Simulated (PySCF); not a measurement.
C3H11PSi2.
Atom-mapped SMILES: `[CH3:1][Si:2]1([PH2:3])[CH2:4][SiH2:5][CH2:6]1` (hydrogens: H7, H8, H9 on C1; H10, H11 on P3; H12, H13 on C4; H14, H15 on Si5; H16, H17 on C6)

The same species was optimised twice, with GFN2-xTB and with PBE0-D3(BJ)/def2-SVP (PySCF), and the same property calculations (PySCF, gas phase) were run on both structures.

```tsv
coordinate	GFN2-xTB	PBE0-D3(BJ)/def2-SVP	change
C1–Si2 (Å)	1.904	1.876	-0.028
Si2–C4 (Å)	1.933	1.910	-0.023
Si2–C6 (Å)	1.928	1.908	-0.020
C4–Si5 (Å)	1.920	1.904	-0.016
Si5–C6 (Å)	1.915	1.904	-0.011
Si2–P3 (Å)	2.258	2.268	+0.010
C4–Si2–C6 (°)	87.6	92.0	+4.4
Si2–C6–Si5 (°)	92.2	87.9	-4.3
Si2–C4–Si5 (°)	91.8	87.8	-4.0
C4–Si5–C6 (°)	88.4	92.3	+3.9
P3–Si2–C4 (°)	117.7	116.2	-1.5
C1–Si2–C6 (°)	115.2	113.8	-1.4
C1–Si2–C4 (°)	114.4	113.6	-0.8
P3–Si2–C6 (°)	111.5	110.9	-0.6
```

Rotational constants: A = 2652, B = 1188, C = 1027 MHz (GFN2-xTB) against A = 2635, B = 1232, C = 1071 MHz (PBE0-D3(BJ)/def2-SVP).

On the GFN2-xTB structure: isotropic polarisability (au) 114.0 [CAM-B3LYP/def2-SVPD]; HOMO (eV) -8.33 [CAM-B3LYP/def2-SVPD]; LUMO (eV) 0.97 [CAM-B3LYP/def2-SVPD]; dipole (D) 0.96 [CAM-B3LYP/def2-SVPD].

**Question.** What do these properties become on the PBE0-D3(BJ)/def2-SVP structure?

**Answer.** 
```json
{"property": "isotropic polarisability (au)", "level": "CAM-B3LYP/def2-SVPD", "on GFN2-xTB": "114.0", "on PBE0-D3(BJ)/def2-SVP": "114.7", "change": "+0.7"}
{"property": "HOMO (eV)", "level": "CAM-B3LYP/def2-SVPD", "on GFN2-xTB": "-8.33", "on PBE0-D3(BJ)/def2-SVP": "-8.22", "change": "+0.11"}
{"property": "LUMO (eV)", "level": "CAM-B3LYP/def2-SVPD", "on GFN2-xTB": "0.97", "on PBE0-D3(BJ)/def2-SVP": "0.88", "change": "-0.09"}
{"property": "dipole (D)", "level": "CAM-B3LYP/def2-SVPD", "on GFN2-xTB": "0.96", "on PBE0-D3(BJ)/def2-SVP": "1.00", "change": "+0.04"}
{"property": "energy, GFN2-xTB geometry as zero (kcal/mol)", "level": "CAM-B3LYP/def2-SVPD", "on GFN2-xTB": "0.0", "on PBE0-D3(BJ)/def2-SVP": "-3.6", "change": "-3.6"}
```

The heavy atoms differ by 0.056 Å rms after alignment. Among bonds between heavy atoms C1–Si2 changes most (-0.028 Å). Changes are differences of the printed values. Neither structure is proved a minimum here.

Conformer computed: `[CH3:1][Si:2]1([PH2:3])[CH2:4][SiH2:5][CH2:6]1`: H–P3–Si2–C1 171°, H–P3–Si2–C1 77°.
